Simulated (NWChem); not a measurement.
## A calculation on CAgClO

```xyz
4

Ag     0.0000     0.0000     0.0231
Cl     0.0000     0.0000    -2.2448
O      0.0000     0.0000     3.1390
C      0.0000     0.0000     1.9941
```
Charge 0, spin multiplicity 1.

Program: NWChem. All single points use one geometry, from PBE/def2-SVP with def2 effective core potentials on Ag, a minimum by its harmonic frequencies.

Symmetry labels belong to the abelian group C2v used in the runs, with the axes of the coordinates shown; states degenerate in a higher group split over its labels.

Effective core potentials replace the inner electrons of Ag; spin-orbit coupling is left out. The correlated methods keep 11 core orbitals frozen. The structure started from a generated list of species.

**Question.** List the 4 singlet excitations that EOM-CCSD/def2-SVP with def2 effective core potentials on Ag, 11 core orbitals frozen gives, with oscillator strengths.

**Answer.** 
```csv
state,symmetry,energy (eV),wavelength (nm),f
1,a1,5.41,229,0.000
2,a2,5.44,228,0.000
3,b2,5.63,220,0.057
4,b1,5.63,220,0.057
```
These are the lowest roots of each symmetry, so higher states are missing between them.
